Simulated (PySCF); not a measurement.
# Telling isomers of C₈H₉NSi apart by NMR

PySCF 2.14 calculation with GFN2-xTB structure and σ from GIAO-PBE0/pcSseg-1; non-relativistic Hamiltonian, a single conformation, rapidly exchanging positions averaged, gas phase.

Shifts are taken against calculated references (same method and geometry level): ¹H (σ = 31.72 ppm), ¹³C (σ = 186.93 ppm) vs TMS. Where no couplings were computed, multiplicities follow the n + 1 count of equivalent neighbours, and m marks all less simple cases (inequivalent or close neighbours, rings, F or P nearby). Shifts are as computed. Against solution values, carbons near 30 ppm lie about +3 ppm off and those near 130 ppm about +5 ppm. Of 1211 compounds with measured shifts, 218 miss one by over three times the rms of a fit or turn the order of signals round; such compounds aren't used in these exercises. OH and NH positions are gas-phase values without hydrogen bonding to other molecules.

(1) Tabulate the signals of `Nc1cccc2c1C=C[SiH2]2`, `CC#C/C=C/C(C#N)=C\[SiH3]` and their relative energies.

(2) What is the quickest way to tell Nc1cccc2c1C=C[SiH2]2 from CC#C/C=C/C(C#N)=C\[SiH3]?

## Answers

(1) 
| SMILES | carbon types | δC | δH | E rel. (kcal/mol) |
| --- | --- | --- | --- | --- |
| Nc1cccc2c1C=C[SiH2]2 | 3×C 5×CH | 152.7, 147.2, 141.4, 136.1, 134.2, 129.3, 128.2, 120.7 | 7.70 (d, 1H), 7.29 (m, 1H), 7.19 (m, 1H), 6.74 (d, 1H), 6.15 (m, 1H), 4.84 (m, 2H), 3.68 (br s, 2H) | 0.0 |
| CC#C/C=C/C(C#N)=C\[SiH3] | 4×C 3×CH 1×CH3 | 145.0, 143.4, 137.7, 128.0, 121.8, 111.0, 85.7, 6.5 | 6.86 (q, 1H), 6.74 (d, 1H), 6.56 (d, 1H), 4.26 (d, 3H), 2.34 (s, 3H) | 74.3 |

Energies are electronic energies at PBE0/pcSseg-1 on these geometries, without zero-point or thermal terms, each for the one conformer computed, which needn't be the lowest.

(2) Both give the same number of carbon signals, but DEPT or the intensities differ. The first has an aromatic carbon bearing nitrogen (C) at 147.2 ppm, the second a propargylic methyl carbon (CH3) at 6.5 ppm. Their most deshielded carbons lie at 152.7 and 145.0 ppm. In the proton spectra the most deshielded non-exchanging signals are 7.70 (d, 1H) and 6.86 (q, 1H).
